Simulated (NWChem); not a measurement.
Species: GeSiNH$_{5}$, singlet; SMILES [NH2][Ge][SiH3]

```xyz
8

Ge    -0.4488    -0.6562     0.0000
N      1.2994    -1.1500     0.0000
H      1.5674    -2.1298     0.0000
H      2.1089    -0.5360     0.0000
Si     0.0755     1.7689     0.0000
H     -0.5101     2.4489     1.2035
H     -0.5101     2.4489    -1.2035
H      1.5538     2.0506     0.0000
```
Atoms are numbered in this order, from 1.

Results from NWChem. Low-valent species are run as closed-shell singlets; no triplet was tried in these runs. Structure relaxed at the PBE0/def2-SVP level. Ions are spin-unrestricted doublets at the neutral geometry; other ion states weren't tried.

**Question.** Estimate the computed values for PBE/def2-SVP. Quantities: vertical ionisation energy, ΔSCF (eV); −ε(HOMO) (eV).

**Answer.** 
```yaml
vertical ionisation energy, ΔSCF (eV): 8.09
"−ε(HOMO) (eV)": 5.16
```
